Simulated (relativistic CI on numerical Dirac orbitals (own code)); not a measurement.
## Energy levels of Ru²⁸⁺

Computed by Dirac-Coulomb-Breit CI, KLI orbitals optimised for each configuration, model QED (radiative potential, 1s self-energy scaled to tabulated hydrogen-like ionisation energies), unscaled Slater integrals (own radial code, finite nucleus).

Configuration list (outside the closed core [Ne]): 3s2 3p4, 3s 3p5, 3s2 3p3 3d, 3p6, 3s 3p4 3d, 3p5 3d, 3s 3p3 3d2, 3s2 3p2 3d 4p, 3p5 4s, 3s2 3p3 4s, 3s 3p3 3d 4s, 3p5 4p, 3s2 3p2 3d2, 3s2 3p 3d3, 3s 3p2 3d3, 3s2 3p 3d2 4s, 3p4 3d2, 3p3 3d3, 3p3 3d2 4s, 3s2 3p2 3d 4s, 3s 3p2 3d2 4s, 3s2 3p 3d 4s2. Double excitations out of closed p, d and f shells are left out; levels of such configurations are missing from the list, as are those of other unlisted configurations, and high levels can miss mixing partners.

The lowest level is 3s2 3p4 3P_2, with 76 % of that term; Hund's rules for 3s2 3p4 give 3P with J = 2, in agreement.

| No. | Configuration | Term | J | E (cm⁻¹) | % | Lifetime (s) | jj configuration (%) |
| --- | --- | --- | --- | --- | --- | --- | --- |
| 1 | 3s2 3p4 | 3P | 2 | 0 | 76 |  | 3p3/2^2 (97) |
| 2 | 3s2 3p4 | 1S | 0 | 73945 | 49 | 3.08e-01 | 3p3/2^2 (95) |
| 3 | 3s2 3p4 | 3P | 1 | 221366 | 98 | 4.64e-06 | 3p1/2 3p3/2^3 (98) |
| 4 | 3s2 3p4 | 1D | 2 | 267896 | 75 | 7.27e-06 | 3p1/2 3p3/2^3 (96) |
| 5 | 3s2 3p4 | 3P | 0 | 523655 | 49 | 1.34e-06 | 3p3/2^4 (94) |
| 6 | 3s 3p5 | 3P° | 2 | 850508 | 72 | 8.21e-11 | 3s 3p3/2^3 (72) |
| 7 | 3s 3p5 | 3P° | 1 | 905600 | 32 | 8.39e-11 | 3p3/2 3d3/2 (42) |
| 8 | 3p3(2D°) 3d | 3F° | 2 | 950820 | 31 | 4.44e-10 | 3p3/2 3d3/2 (84) |
| 9 | 3p3(4S°) 3d | 5D° | 0 | 961643 | 55 | 2.36e-06 | 3p3/2 3d3/2 (79) |
| 10 | 3p3(4S°) 3d | 5D° | 3 | 964487 | 39 | 1.48e-09 | 3p3/2 3d3/2 (68) |
| 11 | 3p3(4S°) 3d | 5D° | 4 | 1007794 | 54 | 4.66e-04 | 3p3/2 3d5/2 (86) |
| 12 | 3p3(4S°) 3d | 5D° | 1 | 1012070 | 51 | 3.36e-11 | 3p3/2 3d3/2 (35) |
| 13 | 3p3(4S°) 3d | 5D° | 2 | 1048065 | 43 | 4.62e-11 | 3p3/2 3d5/2 (60) |
| 14 | 3s 3p5 | 3P° | 0 | 1081376 | 66 | 6.31e-11 | 3s 3p1/2 3p3/2^4 (66) |
| 15 | 3p3(2D°) 3d | 3G° | 3 | 1103033 | 34 | 4.34e-11 | 3p3/2 3d5/2 (44) |
| 16 | 3p3(2D°) 3d | 1P° | 1 | 1124354 | 34 | 5.87e-11 | 3s 3p1/2 3p3/2^4 (38) |
| 17 | 3p3(4S°) 3d | 3D° | 1 | 1135270 | 74 | 1.09e-10 | 3p1/2 3p3/2^2 3d3/2 (44) |
| 18 | 3p3(2D°) 3d | 3F° | 2 | 1147120 | 47 | 2.91e-10 | 3p1/2 3p3/2^2 3d3/2 (89) |
| 19 | 3p3(2D°) 3d | 1S° | 0 | 1156735 | 58 | 4.22e-10 | 3p1/2 3p3/2^2 3d3/2 (61) |
| 20 | 3p3(2D°) 3d | 3F° | 3 | 1169679 | 65 | 2.95e-10 | 3p1/2 3p3/2^2 3d3/2 (73) |
| 21 | 3p3(2D°) 3d | 3D° | 3 | 1192982 | 64 | 3.39e-10 | 3p1/2 3p3/2^2 3d5/2 (83) |
| 22 | 3p3(2D°) 3d | 3D° | 1 | 1205193 | 67 | 2.97e-11 | 3p3/2 3d5/2 (26) |
| 23 | 3p3(2D°) 3d | 3G° | 4 | 1205931 | 61 | 1.01e-05 | 3p1/2 3p3/2^2 3d5/2 (59) |
| 24 | 3p3(2D°) 3d | 3F° | 4 | 1224968 | 54 | 1.29e-05 | 3p1/2 3p3/2^2 3d5/2 (48) |
| 25 | 3p3(2D°) 3d | 3F° | 4 | 1253832 | 42 | 4.10e-05 | 3p1/2 3p3/2^2 3d5/2 (75) |
| 26 | 3p3(2P°) 3d | 3F° | 2 | 1264150 | 42 | 4.86e-11 | 3p1/2 3p3/2^2 3d3/2 (79) |
| 27 | 3p3(2D°) 3d | 3G° | 5 | 1270150 | 98 | 2.90e-05 | 3p1/2 3p3/2^2 3d5/2 (98) |
| 28 | 3p3(2P°) 3d | 3P° | 1 | 1314174 | 27 | 8.20e-12 | 3p1/2 3p3/2^2 3d5/2 (44) |
| 29 | 3p3(2D°) 3d | 3P° | 0 | 1326476 | 52 | 3.15e-11 | 3p1/2 3p3/2^2 3d5/2 (55) |
| 30 | 3p3(2P°) 3d | 3D° | 2 | 1339189 | 55 | 5.24e-11 | 3p1/2 3p3/2^2 3d5/2 (86) |
| 31 | 3p3(2P°) 3d | 3P° | 2 | 1352018 | 40 | 4.57e-12 | 3p1/2 3p3/2^2 3d3/2 (39) |
| 32 | 3p3(2P°) 3d | 3D° | 3 | 1360801 | 47 | 5.47e-12 | 3p1/2 3p3/2^2 3d5/2 (43) |
| 33 | 3p3(2D°) 3d | 3D° | 3 | 1371797 | 48 | 1.55e-11 | 3p1/2 3p3/2^2 3d5/2 (80) |
| 34 | 3p3(2D°) 3d | 3D° | 2 | 1387372 | 34 | 5.19e-12 | 3p1/2 3p3/2^2 3d5/2 (47) |
| 35 | 3p3(2D°) 3d | 3P° | 1 | 1393594 | 50 | 2.63e-12 | 3p1/2 3p3/2^2 3d3/2 (67) |
| 36 | 3p3(2D°) 3d | 1F° | 3 | 1411438 | 44 | 5.76e-12 | 3p1/2 3p3/2^2 3d3/2 (37) |
| 37 | 3p3(2D°) 3d | 3S° | 1 | 1435746 | 44 | 3.15e-12 | 3p1/2 3p3/2^2 3d3/2 (36) |
| 38 | 3p3(2D°) 3d | 1D° | 2 | 1476916 | 41 | 3.42e-12 | 3p1/2 3p3/2^2 3d5/2 (67) |
| 39 | 3p3(2P°) 3d | 1P° | 1 | 1478240 | 40 | 3.04e-12 | 3p1/2 3p3/2^2 3d3/2 (47) |
| 40 | 3p3(2P°) 3d | 3F° | 4 | 1508463 | 56 | 2.16e-06 | 3p3/2^3 3d5/2 (93) |
| 41 | 3p3(2P°) 3d | 3P° | 2 | 1530256 | 49 | 4.72e-11 | 3p3/2^3 3d5/2 (86) |
| 42 | 3p3(2D°) 3d | 3P° | 0 | 1568389 | 71 | 2.30e-12 | 3p3/2^3 3d3/2 (64) |
| 43 | 3p3(2P°) 3d | 3P° | 1 | 1582822 | 31 | 2.57e-12 | 3p3/2^3 3d3/2 (58) |
| 44 | 3p3(2P°) 3d | 3D° | 3 | 1585630 | 44 | 3.68e-10 | 3p3/2^3 3d5/2 (91) |
| 45 | 3p3(2D°) 3d | 1D° | 2 | 1626180 | 45 | 3.29e-12 | 3p3/2^3 3d3/2 (74) |
| 46 | 3p3(2D°) 3d | 1F° | 3 | 1630223 | 65 | 2.70e-12 | 3p3/2^3 3d3/2 (65) |
| 47 | 3s 3p4(3P)<4P> 3d | 5D | 2 | 1742958 | 57 | 1.04e-10 | 3s 3p3/2^2 3d3/2 (76) |
| 48 | 3s 3p4(3P)<4P> 3d | 5D | 3 | 1743618 | 64 | 1.17e-10 | 3s 3p3/2^2 3d3/2 (59) |
| 49 | 3s 3p4(3P)<4P> 3d | 5D | 1 | 1758777 | 47 | 8.88e-11 | 3s 3p3/2^2 3d3/2 (73) |
| 50 | 3s 3p4(3P)<4P> 3d | 5D | 4 | 1765003 | 63 | 1.27e-10 | 3s 3p3/2^2 3d5/2 (52) |
| 51 | 3p3(2P°) 3d | 1P° | 1 | 1767837 | 52 | 3.21e-12 | 3p3/2^3 3d5/2 (75) |
| 52 | 3s 3p4(3P)<4P> 3d | 5D | 0 | 1795291 | 53 | 8.48e-11 | 3s 3p3/2^2 3d5/2 (37) |
| 53 | 3p6 | 1S | 0 | 1801555 | 43 | 3.09e-11 | closed (43) |
| 54 | 3s 3p4(3P)<4P> 3d | 5F | 5 | 1842827 | 80 | 4.71e-11 | 3s 3p3/2^2 3d5/2 (89) |
| 55 | 3s 3p4(3P)<4P> 3d | 3F | 4 | 1860876 | 44 | 5.68e-11 | 3s 3p3/2^2 3d3/2 (58) |
| 56 | 3s 3p4(3P)<4P> 3d | 5P | 1 | 1863004 | 39 | 3.32e-11 | 3s 3p3/2^2 3d3/2 (55) |
| 57 | 3s 3p4(3P)<4P> 3d | 5P | 2 | 1873139 | 18 | 7.77e-11 | 3p1/2^2 3d3/2^2 (38) |
| 58 | 3s 3p4(1S)<2S> 3d | 3D | 2 | 1897792 | 26 | 4.35e-11 | 3s 3p3/2^2 3d3/2 (39) |
| 59 | 3s 3p4(3P)<4P> 3d | 5F | 3 | 1906037 | 42 | 2.89e-11 | 3s 3p3/2^2 3d3/2 (39) |
| 60 | 3s 3p4(3P)<4P> 3d | 5F | 1 | 1917613 | 34 | 2.69e-11 | 3s 3p3/2^2 3d3/2 (39) |
| 61 | 3s 3p4(3P)<4P> 3d | 3P | 1 | 1928302 | 37 | 3.12e-11 | 3s 3p3/2^2 3d5/2 (39) |
| 62 | 3s 3p4(3P)<4P> 3d | 3P | 0 | 1939752 | 48 | 6.69e-11 | 3s 3p1/2 3p3/2^3 3d3/2 (66) |
| 63 | 3s 3p4(3P)<4P> 3d | 3F | 4 | 1952720 | 28 | 4.17e-11 | 3s 3p3/2^2 3d5/2 (54) |
| 64 | 3s 3p4(3P)<4P> 3d | 3D | 3 | 1959830 | 30 | 3.26e-11 | 3s 3p3/2^2 3d5/2 (66) |
| 65 | 3s 3p4(3P)<4P> 3d | 5F | 2 | 1962186 | 40 | 3.09e-11 | 3s 3p1/2 3p3/2^3 3d3/2 (27) |
| 66 | 3s 3p4(3P)<4P> 3d | 5P | 3 | 1969441 | 44 | 2.92e-11 | 3s 3p3/2^2 3d5/2 (49) |
| 67 | 3p2(3P) 3d2(3F) | 5G | 2 | 1970657 | 24 | 3.62e-11 | 3s 3p3/2^2 3d5/2 (22) |
| 68 | 3s 3p4(1D)<2D> 3d | 3D | 1 | 1975649 | 42 | 3.66e-11 | 3s 3p1/2 3p3/2^3 3d3/2 (33) |
| 69 | 3s 3p4(1D)<2D> 3d | 3G | 3 | 2006579 | 23 | 1.74e-11 | 3s 3p3/2^2 3d3/2 (32) |
| 70 | 3p2(3P) 3d2(3P) | 3P | 0 | 2024056 | 42 | 3.29e-11 | 3p1/2^2 3d3/2^2 (63) |

Energies count from the lowest computed level; ° marks odd parity; lifetimes are radiative, by E1, M1, E2, M2, E3 decay to levels of this space only. Percentages are summed over parent terms; the parents shown are those of the largest component, closed shells are left out there, and <> holds an intermediate term. Filled j subshells are mostly left out of the jj labels.

The mean weight of the leading LS term, summed over parents, in these 70 levels is 49 %, and that of the leading jj configuration (from the same eigenvectors) 61 %, so jj coupling describes them better and the LS labels are nominal.

At this charge energies of transitions that change n are usually good to better than 1 %, and those within a shell (Δn = 0) to a few per cent.

LS names give the leading component of a level, which can be under half, so a name can repeat, a term be missing and a line seem to break the LS rules.
